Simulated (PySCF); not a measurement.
Ligands exchanged one at a time, Sn NH2-OCH3. Isolated molecules, 0 K electronic values unless said otherwise. One relaxed conformer stands for each flexible species; it need not be the lowest. Strings in code marks are SMILES.

The four lowest singlet excitations (Tamm–Dancoff). Level of theory: PBE-D3(BJ)/def2-TZVP // PBE0-D4/def2-SVP run with PySCF 2.14.0. Excitations are Tamm–Dancoff values on a coarser integration grid. The basis has no diffuse functions, so Rydberg states are missing or too high.

```csv
state,energy (eV),wavelength (nm),oscillator strength
S1,4.25,292,0.007
S2,4.27,290,0.014
S3,4.69,265,0.067
S4,4.79,259,0.055
```

Say which member gives these states.
A) `C[O][Sn]([O]C)([O]C)[O]C`
B) `C[O][Sn]([NH2])([NH2])[NH2]`
C) `[NH2][Sn]([NH2])([NH2])[NH2]`
D) `C[O][Sn]([NH2])([NH2])[O]C`

D, `C[O][Sn]([NH2])([NH2])[O]C`
